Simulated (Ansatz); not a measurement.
Cost and result for the atomization energy of CH4BClN2, SMILES `N=C(N)BCl` (9 atoms, 8 bonds).

| atom | x (Å) | y (Å) | z (Å) |
| --- | --- | --- | --- |
| N1 | -0.618 | -1.250 | -0.792 |
| C2 | -0.222 | -0.153 | -0.261 |
| N3 | -0.803 | 1.030 | -0.625 |
| B4 | 0.935 | -0.023 | 0.798 |
| Cl5 | 1.861 | -1.419 | 1.246 |
| H6 | -0.052 | -2.023 | -0.452 |
| H7 | -0.676 | 1.843 | -0.052 |
| H8 | -1.632 | 0.986 | -1.195 |
| H9 | 1.206 | 1.009 | 1.333 |

Charge 0, multiplicity 1. Geometry: relaxed with PBE0-D4/def2-TZVP. It is one conformer, not always the lowest. Program: Ansatz. All runs use 2 threads of an Arm Neoverse V1 on a shared host. Times are those of one run each, without the atoms' runs, and a repeat can differ threefold. Electronic energies, without spin–orbit coupling; frozen cores. CCSD(T)/CBS adds CCSD(T) − MP2 in def2-TZVPP to the MP2 limit, and its time is that of the two runs behind it. T1 = 0.014; the RHF reference is unstable towards UHF. B3LYP takes the VWN-RPA correlation (the form of Gaussian; ORCA's B3LYP/G).

CCSD(T)/CBS is a level of theory with its own doubt, some kJ/mol a heavy atom from the limit and from the frozen cores, so smaller differences don't rank the functionals.

```json
{"level": "LDA (SPW92)/def2-TZVPP", "functions": "222", "wall time": "1.9 s", "atomization (kJ/mol)": "3983.2", "difference from CCSD(T)/CBS": "603.8", "per bond": "75.5"}
{"level": "BLYP-D4/def2-TZVPP", "functions": "222", "wall time": "3.3 s", "atomization (kJ/mol)": "3445.9", "difference from CCSD(T)/CBS": "66.5", "per bond": "8.3"}
{"level": "PBE0-D4/def2-TZVPP", "functions": "222", "wall time": "4.1 s", "atomization (kJ/mol)": "3435.4", "difference from CCSD(T)/CBS": "56.0", "per bond": "7.0"}
{"level": "CCSD(T)/def2-SVP", "functions": "94", "wall time": "5.5 s", "atomization (kJ/mol)": "3176.5", "difference from CCSD(T)/CBS": "-202.9", "per bond": "-25.4"}
{"level": "B3LYP-D4/def2-TZVPP (with forces)", "functions": "222", "wall time": "6.5 s", "atomization (kJ/mol)": "3420.8", "difference from CCSD(T)/CBS": "41.4", "per bond": "5.2"}
{"level": "r2SCAN-D4/def2-TZVPP (with forces)", "functions": "222", "wall time": "7.5 s", "atomization (kJ/mol)": "3410.7", "difference from CCSD(T)/CBS": "31.3", "per bond": "3.9"}
{"level": "r2SCANh-D4/def2-TZVPP", "functions": "222", "wall time": "7.5 s", "atomization (kJ/mol)": "3378.4", "difference from CCSD(T)/CBS": "-1.0", "per bond": "-0.1"}
{"level": "B2PLYP/def2-TZVPP", "functions": "222", "wall time": "8.5 s", "atomization (kJ/mol)": "3372.7", "difference from CCSD(T)/CBS": "-6.7", "per bond": "-0.8"}
{"level": "PBE-QIDH/def2-TZVPP", "functions": "222", "wall time": "9 s", "atomization (kJ/mol)": "3374.5", "difference from CCSD(T)/CBS": "-4.9", "per bond": "-0.6"}
{"level": "B97M-V/def2-TZVPP", "functions": "222", "wall time": "13 s", "atomization (kJ/mol)": "3416.9", "difference from CCSD(T)/CBS": "37.5", "per bond": "4.7"}
{"level": "MP2/def2-QZVPP", "functions": "418", "wall time": "31 s", "atomization (kJ/mol)": "3424.5", "difference from CCSD(T)/CBS": "45.1", "per bond": "5.6"}
{"level": "CCSD(T)/def2-TZVPP", "functions": "222", "wall time": "2.5 min", "atomization (kJ/mol)": "3271.5", "difference from CCSD(T)/CBS": "-107.9", "per bond": "-13.5"}
{"level": "CCSD(T)/CBS(def2)", "functions": "–", "wall time": "3 min", "atomization (kJ/mol)": "3379.4", "difference from CCSD(T)/CBS": "0.0", "per bond": "0.0"}
```

From PBE to PBE0 (25 % exact exchange), in def2-TZVPP and without D4, the atomization energy moves by −100.7 kJ/mol: exact exchange takes away binding that semilocal exchange gives to molecules. The D4 term adds +29.1 kJ/mol with B3LYP and +15.2 kJ/mol with PBE0; it sums over pairs of atoms, weighted by their polarisabilities, and B3LYP, whose exchange is more repulsive, gets the larger term. At CCSD(T), def2-SVP lies −202.8 kJ/mol from the extrapolated value and def2-TZVPP −107.8 kJ/mol: correlation converges slowly with the basis, and small sets miss more of it in the bonded molecule than in its fragments.
